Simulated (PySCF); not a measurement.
C6H6N2O2.
SMILES with atom numbers: `[CH3:1][O:2][C@H:3]([C:4]#[N:5])[c:6]1[cH:7][n:8][o:9][cH:10]1` (hydrogens: H11, H12, H13 on C1; H14 on C3; H15 on C7; H16 on C10)

Geometry (GFN2-xTB, Å), atoms numbered from 1 in this order:
```xyz
16
C6H6N2O2 angstrom
C      2.4840   -0.4966    0.5079
O      1.1129   -0.2868    0.7479
C      0.3456   -0.1244   -0.4278
C      0.7033    1.0953   -1.1493
N      0.9845    2.0586   -1.6950
C     -1.0995   -0.0326   -0.0451
C     -1.6997    0.8976    0.8433
N     -2.9768    0.6743    0.9428
O     -3.2678   -0.3758    0.1477
C     -2.1542   -0.8057   -0.4422
H      2.9472   -0.5962    1.4869
H      2.6487   -1.4142   -0.0706
H      2.9338    0.3477   -0.0257
H      0.4978   -0.9794   -1.1141
H     -1.2313    1.6898    1.3892
H     -2.2359   -1.6425   -1.1071
```

A PySCF run (density fitting, gas phase, GFN2-xTB geometry) gave HOMO -10.09 eV, LUMO 0.89 eV, dipole 4.47 D and E = -491.871 Eh.

Question: Which of these levels was it?
A. wB97X-D/pcSseg-1
B. BHandHLYP/pcSseg-1
C. HCTH407/pcSseg-1
D. PBE0/3-21G
E. PBE0/def2-SVPD

Answer: A. It is wB97X-D/pcSseg-1. All candidates on this geometry:

```csv
level and settings,kind,basis functions,SCF cycles,E (Eh),HOMO (eV),LUMO (eV),dipole (D)
HCTH407/pcSseg-1,GGA,200,17,-491.9495,-7.14,-1.96,4.12
PBE0/def2-SVPD,global hybrid,254,15,-491.2031,-8.28,-1.01,4.33
"PBE0/3-21G, grid level 4, energy threshold 1e-06 Eh",global hybrid,102,8,-488.8082,-8.10,-0.56,4.30
"BHandHLYP/pcSseg-1, fitting basis def2-qzvpp-jkfit",global hybrid,200,12,-491.7523,-9.18,0.19,4.56
"wB97X-D/pcSseg-1, fitting basis def2-universal-jkfit, damping 0.1 at the start, DIIS from the seventh cycle",range-separated hybrid,200,19,-491.8708,-10.09,0.89,4.47
```

The nearest other candidate, by the summed differences of HOMO and LUMO, is BHandHLYP/pcSseg-1: its HOMO differs by +0.91 eV and its LUMO by -0.70 eV. wB97X-D ran without the empirical dispersion term, which would shift the total energy alone. Cycle counts include a coarse-grid stage where the run had one.
